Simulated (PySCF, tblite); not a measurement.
Isomers of C5H13NSi3. All values are computed: GFN2-xTB (tblite) harmonic vibrations without scaling, gas phase. This tight-binding method is rough: wavenumbers can miss measured ones by several per cent, in bad cases by 10 to 20. Modes of hydrogen on silicon can be 10 to 20 % off. One conformer each.

Electronic energies: PBE0/pcSseg-1 single points on the GFN2-xTB geometries (PySCF, gas phase).

| SMILES | electronic energy, lowest = 0 (kcal/mol) |
| --- | --- |
| C[C@@H]([SiH3])[Si@@H]1C[SiH2][C@H]1C#N | 18.6 |
| CC1=C[Si@H](N([SiH3])[SiH3])C=C1 | 0.0 |
| CC1=CC=C[Si@H]1N([SiH3])[SiH3] | 1.1 |
| CC[Si@@H]1C[SiH2][C@H]1[SiH2]C#N | 4.4 |
| C[C@@H]([SiH3])[Si@@H]1C[SiH2][C@@H]1C#N | 18.0 |
| C[C@@H]([SiH3])[Si@H]1C[SiH2][C@@H]1C#N | 18.3 |
| N#CC[Si@H]([SiH3])[SiH2]C1CC1 | 39.0 |

**Question.** How do GFN2-xTB zero-point energies change the relative energies?

**Answer.** 
```
                                  SMILES  ZPE (kcal/mol)  of it from modes above 1550 cm⁻¹  electronic (kcal/mol)  with ZPE, lowest = 0 (kcal/mol)  lowest mode (cm⁻¹)  rings
        CC1=C[Si@H](N([SiH3])[SiH3])C=C1            96.3                              53.1                    0.0                              0.0                 10i      1
          CC1=CC=C[Si@H]1N([SiH3])[SiH3]            96.4                              53.0                    1.1                              1.2                 11i      1
        CC[Si@@H]1C[SiH2][C@H]1[SiH2]C#N            98.9                              53.6                    4.4                              7.0                  18      1
C[C@@H]([SiH3])[Si@@H]1C[SiH2][C@@H]1C#N            97.7                              52.6                   18.0                             19.4                  34      1
 C[C@@H]([SiH3])[Si@H]1C[SiH2][C@@H]1C#N            97.6                              52.7                   18.3                             19.6                  26      1
 C[C@@H]([SiH3])[Si@@H]1C[SiH2][C@H]1C#N            97.7                              52.7                   18.6                             20.0                  27      1
           N#CC[Si@H]([SiH3])[SiH2]C1CC1            97.2                              52.7                   39.0                             40.0                  16      1
```

The zero-point energies span 2.6 kcal/mol, from `CC1=C[Si@H](N([SiH3])[SiH3])C=C1` to `CC[Si@@H]1C[SiH2][C@H]1[SiH2]C#N`. Slightly imaginary modes are left out of the zero-point energy: `CC1=C[Si@H](N([SiH3])[SiH3])C=C1` 9.8i cm⁻¹ and `CC1=CC=C[Si@H]1N([SiH3])[SiH3]` 10.6i cm⁻¹. The order is unchanged.

**Question.** And how do the electronic energies of GFN2-xTB itself compare?

**Answer.** `CC1=C[Si@H](N([SiH3])[SiH3])C=C1` 0.0; `CC1=CC=C[Si@H]1N([SiH3])[SiH3]` 0.3; `CC[Si@@H]1C[SiH2][C@H]1[SiH2]C#N` 69.6; `C[C@@H]([SiH3])[Si@@H]1C[SiH2][C@@H]1C#N` 54.9; `C[C@@H]([SiH3])[Si@H]1C[SiH2][C@@H]1C#N` 55.4; `C[C@@H]([SiH3])[Si@@H]1C[SiH2][C@H]1C#N` 55.2; `N#CC[Si@H]([SiH3])[SiH2]C1CC1` 66.4 kcal/mol, lowest = 0. Against the energies above, taken from the same isomer `CC1=C[Si@H](N([SiH3])[SiH3])C=C1`, the largest difference is 65.2 kcal/mol.

**Question.** What do entropy and thermal enthalpy add at 298.15 K and 1 bar (rigid rotor, harmonic oscillator, one conformer each)?

**Answer.** 
```tsv
SMILES	point group	symmetry number	S (cal/(mol K))	H − H(0) (kcal/mol)	ZPE + H − H(0) − TS (kcal/mol)
C[C@@H]([SiH3])[Si@@H]1C[SiH2][C@@H]1C#N	C1	1	115.0	9.13	72.5
C[C@@H]([SiH3])[Si@H]1C[SiH2][C@@H]1C#N	C1	1	116.9	9.20	72.0
C[C@@H]([SiH3])[Si@@H]1C[SiH2][C@H]1C#N	C1	1	116.2	9.18	72.2
```

Not tabulated: `CC1=C[Si@H](N([SiH3])[SiH3])C=C1` (lowest mode only 10i cm⁻¹); `CC1=CC=C[Si@H]1N([SiH3])[SiH3]` (lowest mode only 11i cm⁻¹); `CC[Si@@H]1C[SiH2][C@H]1[SiH2]C#N` (lowest mode only 18 cm⁻¹); `N#CC[Si@H]([SiH3])[SiH2]C1CC1` (lowest mode only 16 cm⁻¹).
